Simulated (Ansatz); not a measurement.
C$_{5}$H$_{5}$F$_{3}$, SMILES `F[C@H]1[C@H](F)C=C[C@@H]1F`, relaxed with RKS PBE0-D4/def2-TZVP in Ansatz from a PBE-D4/def2-SVP geometry. The force threshold is 0.005 eV/Å; the program also tests the step.

The species carries charge 0 and has multiplicity 1.

Start:

```xyz
13

F    -1.218   -2.098    0.212
C    -0.631   -0.895    0.586
C     0.871   -0.944    0.524
C     1.376    0.168   -0.045
C     0.286    1.123   -0.446
F     0.489    1.664   -1.710
C    -0.982    0.253   -0.378
F    -2.102    0.960    0.010
H    -1.005   -0.642    1.606
H     1.445   -1.784    0.940
H     2.441    0.407   -0.182
H     0.184    1.973    0.268
H    -1.154   -0.185   -1.387
```

```tsv
step	energy (eV)	largest force (eV/Å)	largest move (Å)
1	-13407.9829	0.551	0.000
2	-13408.0397	0.172	0.023
3	-13408.0450	0.032	0.016
4	-13408.0454	0.012	0.006
5	-13408.0459	0.024	0.019
6	-13408.0461	0.025	0.019
7 (rejected)	-13407.7216	2.102	0.116
8	-13408.0462	0.012	0.007
9	-13408.0462	0.007	0.003
10	-13408.0462	0.001	0.000
```

End:

```xyz
13

F    -1.179   -2.088    0.154
C    -0.623   -0.893    0.574
C     0.868   -0.925    0.534
C     1.366    0.171   -0.026
C     0.286    1.109   -0.450
F     0.493    1.594   -1.729
C    -0.976    0.257   -0.364
F    -2.066    0.974    0.070
H    -1.018   -0.696    1.578
H     1.435   -1.746    0.954
H     2.415    0.410   -0.149
H     0.199    1.982    0.208
H    -1.200   -0.148   -1.355
```

Run time 82 s (4 threads of an Arm Neoverse V1 on a shared host); peak host memory 0.95 GiB.
